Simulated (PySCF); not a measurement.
C5H8F3NSi.
Structure used (GFN2-xTB), in Å, numbered top down from 1:
```xyz
18
C5H8F3NSi angstrom
C      3.1044    0.2994    0.0215
N      1.6904    0.4874    0.0602
C      0.9465    0.0393   -0.8503
C     -0.5023    0.2193   -0.7345
Si    -1.0577    1.4599    0.5997
C     -1.1579   -0.4376    0.5033
F     -0.3277   -1.2258    1.2690
C     -2.4423   -1.1793    0.2515
F     -3.4845   -0.3126    0.1400
F     -2.4387   -1.8751   -0.9174
H      3.4565   -0.1839   -0.8997
H      3.3928   -0.3096    0.8797
H      3.5823    1.2743    0.1287
H      1.3280   -0.4874   -1.7371
H     -1.0511    0.0483   -1.6535
H     -0.0407    1.9708    1.4818
H     -2.3371    2.1077    0.3849
H     -2.6696   -1.8888    1.0605
```

Probes without a nucleus sit at each ring's centroid and 1 Å off its mean plane on both sides; NICS is minus the shielding there, NICSzz its component along the normal. Level: GIAO PBE0/pcSseg-1 (PySCF, non-relativistic, gas phase) on the GFN2-xTB geometry, one conformer.

Ring bond lengths (Å), with Mayer bond orders in brackets: C4–Si5 1.905 (0.86), Si5–C6 1.903 (0.85), C6–C4 1.547 (0.80).

**Question.** What do the NICS probes read (ppm)?

**Answer.** 
```json
{"ring": "C4–Si5–C6", "type": "3-membered ring with Si; formal bonds all single", "NICS(0)": "-22.6", "NICS(1), two faces": "-9.3 / -4.0", "NICS(1)zz, two faces": "-18.3 / -11.8", "rms pucker (Å)": "0.00", "centre to ring atoms, mean (Å)": "1.03"}
```

**Question.** What do they say, and how far can they be read as aromaticity?

**Answer.** 
- C4–Si5–C6: mean NICS(1)zz -15.1 ppm, shielded. C4, Si5, C6 have four or more neighbours; no verdict on aromaticity is drawn. The two faces differ by 6.5 ppm, so no symmetry operation interchanges them. NICS(0) lies 16 ppm below the mean NICS(1).

**Question.** How shielded are the nuclei of the rings and their hydrogens (means over atoms taken as equivalent)?

**Answer.** 
| atoms | environment | σ isotropic (ppm) | principal values of the symmetric part, first atom (ppm) |
| --- | --- | --- | --- |
| C4 | sp3 carbon bound to silicon | 159.7 | 125.9, 152.0, 201.3 |
| Si5 | SiH2 silicon | 472.5 | 371.4, 405.0, 641.2 |
| C6 | sp3 C–F carbon | 89.0 | 43.7, 78.6, 144.8 |
| H15 | methine hydrogen | 29.06 | 24.3, 28.1, 34.8 |
| H16 | Si–H hydrogen | 27.55 | 21.6, 26.5, 34.5 |
| H17 | Si–H hydrogen | 28.59 | 23.1, 27.0, 35.6 |

Time: 80 s wall; peak memory 0.96 GiB. Hardware: one thread, Arm Neoverse N1 (aarch64), on a shared host. This is the whole shielding run at PBE0/pcSseg-1, SCF included.
